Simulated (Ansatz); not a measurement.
`FCC(F)C(F)F` → `F[C]F` + `FCCF` at 298.15 K and 1 bar (formal loss of a carbene).

Gas-phase electronic energies from Ansatz, PBE0-D4/def2-TZVP geometries. CBS: MP2 limit from def2 TZ/QZ plus the TZ coupled-cluster correction, frozen cores. This one scheme is used for every species. One conformer a species, not always the lowest.

```
      species  CCSD(T)/CBS energy (Eh)  H − E (kJ/mol)  S (J/(mol·K))
`FCC(F)C(F)F`               -515.71452           216.6          350.9
      `F[C]F`               -237.54028            28.9          240.6
       `FCCF`               -278.07852           174.4          278.2
```

H − E and S are ideal-gas, rigid-rotor, harmonic terms from PBE0-D4/def2-TZVP, for one conformer and one mirror image of each species. 1 Eh = 2625.50 kJ/mol, R = 8.31446 J/(mol·K).

Q: By hand: ΔE, ΔH, ΔS and ΔG.

A: ΔE = (-237.54028) + (-278.07852) − (-515.71452) = 0.09572 Eh = 251.3 kJ/mol. Δ(H − E) = 28.9 + 174.4 − 216.6 = -13.3, so ΔH = 238.0 kJ/mol. ΔS = 240.6 + 278.2 − 350.9 = 167.9 J/(mol·K). ΔG = 238.0 − 298.15 × (167.9)/1000 = 187.9 kJ/mol.

Q: By hand: the equilibrium constant, and the temperature at which ΔG would vanish if ΔH and ΔS stayed fixed.

A: log₁₀ K = −ΔG/(RT ln 10) = -32.9. ΔG = 0 at ΔH/ΔS = 1418 K.

The number of gas molecules changes by +1, which sets the sign of ΔS. A doubt of 5 kJ/mol in ΔE shifts log₁₀ K by 0.9 here. Other conformers and mirror images would add mixing entropy, several J/(mol·K) or more a flexible species. These are equilibria of isolated gas molecules and say nothing of rates. Largest T1 diagnostic: 0.017 (customary marks: 0.02 for closed shells, 0.045 for open ones).
